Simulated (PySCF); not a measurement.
C3H3, SMILES [C]#CC, multiplicity 2.

Geometry: ωB97X-D3(BJ)/def2-TZVP. The isomer is the one that the SMILES or the coordinates give; other isomers of the formula were not compared.

Computed with TDA-CAM-B3LYP/def2-SVPD in PySCF.

Vertical excitations. Gas-phase values at a fixed geometry.

```csv
state,energy (eV),λ (nm),f,main pairs
root 1,0.25,4906,0.000,β HOMO→LUMO 99 %
root 2,0.63,1979,0.005,β HOMO−1→LUMO 97 %
root 3,5.37,231,0.002,"α HOMO→LUMO+2 28 %, α HOMO−1→LUMO+1 8 %, α HOMO−1→LUMO 6 %, β HOMO→LUMO+2 45 %"
root 4,5.57,223,0.001,"α HOMO→LUMO+1 40 %, α HOMO→LUMO 37 %, β HOMO−1→LUMO+2 7 %"
root 5,5.74,216,0.005,"α HOMO−1→LUMO+1 27 %, α HOMO−1→LUMO 23 %, α HOMO→LUMO+2 19 %, β HOMO−1→LUMO+3 16 %"
root 6,6.14,202,0.001,"α HOMO−1→LUMO+2 33 %, α HOMO→LUMO 8 %, α HOMO→LUMO+1 6 %, β HOMO−1→LUMO+2 43 %"
root 7,6.59,188,0.001,"α HOMO−2→LUMO+2 5 %, β HOMO→LUMO+3 47 %, β HOMO→LUMO+1 27 %"
root 8,6.68,185,0.000,"α HOMO−2→LUMO+1 28 %, α HOMO−2→LUMO 25 %, α HOMO→LUMO+2 13 %, β HOMO−1→LUMO+3 8 %, β HOMO→LUMO+2 7 %, β HOMO−4→LUMO 6 %"
root 9,6.92,179,0.055,β HOMO−2→LUMO 96 %
root 10,6.99,177,0.003,β HOMO−3→LUMO 93 %
```
Unrestricted roots are not spin-pure.
